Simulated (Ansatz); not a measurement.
`C[N](C)[Sn][N](C)C`, relaxed with RKS PBE-D4/def2-SVP in the Gaussian-basis code of Ansatz from a rough embedded geometry. The force threshold is 0.03 eV/Å; the program also tests the step.

Charge 0, multiplicity 1. Sn takes the def2 core potential.

Start:

```xyz
19

C     1.336   -1.332   -0.455
N     1.402    0.070   -0.394
C     2.800    0.443   -0.236
Sn    0.311    0.813    1.223
N    -1.675    0.907    0.759
C    -2.366   -0.351    1.116
C    -1.814    1.205   -0.664
H     1.854   -1.744   -1.338
H     0.218   -1.668   -0.560
H     1.676   -1.845    0.503
H     3.234    0.051    0.721
H     3.385    0.163   -1.097
H     2.843    1.531   -0.191
H    -3.446   -0.300    0.914
H    -2.233   -0.539    2.212
H    -1.949   -1.196    0.573
H    -2.908    1.310   -0.936
H    -1.305    2.119   -0.892
H    -1.362    0.362   -1.257
```

| step | energy (eV) | largest force (eV/Å) | largest move (Å) |
| --- | --- | --- | --- |
| 1 | -13138.9088 | 2.806 | 0.000 |
| 2 | -13139.4936 | 1.043 | 0.192 |
| 3 | -13139.7688 | 0.522 | 0.193 |
| 4 | -13139.9531 | 0.677 | 0.193 |
| 5 | -13140.0955 | 0.587 | 0.193 |
| 6 | -13140.2041 | 0.363 | 0.192 |
| 7 | -13140.2909 | 0.237 | 0.200 |
| 8 | -13140.3490 | 0.252 | 0.194 |
| 9 | -13140.3961 | 0.195 | 0.195 |
| 10 | -13140.4303 | 0.188 | 0.199 |
| 11 | -13140.4535 | 0.180 | 0.198 |
| 12 | -13140.4650 | 0.104 | 0.144 |
| 13 | -13140.4720 | 0.104 | 0.116 |
| 14 | -13140.4743 | 0.059 | 0.047 |
| 15 | -13140.4751 | 0.016 | 0.044 |

End:

```xyz
19

C     1.407   -0.956   -0.915
N     1.630    0.039    0.108
C     2.979    0.555    0.129
Sn    0.298    0.672    1.599
N    -1.498    0.260    0.597
C    -2.699    0.090    1.381
C    -1.729    0.215   -0.828
H     1.459   -0.542   -1.955
H     0.417   -1.437   -0.793
H     2.179   -1.764   -0.861
H     3.742   -0.259    0.209
H     3.235    1.138   -0.791
H     3.129    1.239    0.993
H    -3.495    0.826    1.104
H    -2.489    0.218    2.466
H    -3.155   -0.926    1.259
H    -2.535    0.932   -1.126
H    -0.816    0.493   -1.389
H    -2.059   -0.793   -1.188
```

Run time 61 s (2 threads of an AMD EPYC 7R13 on a shared host); peak host memory 0.29 GiB.
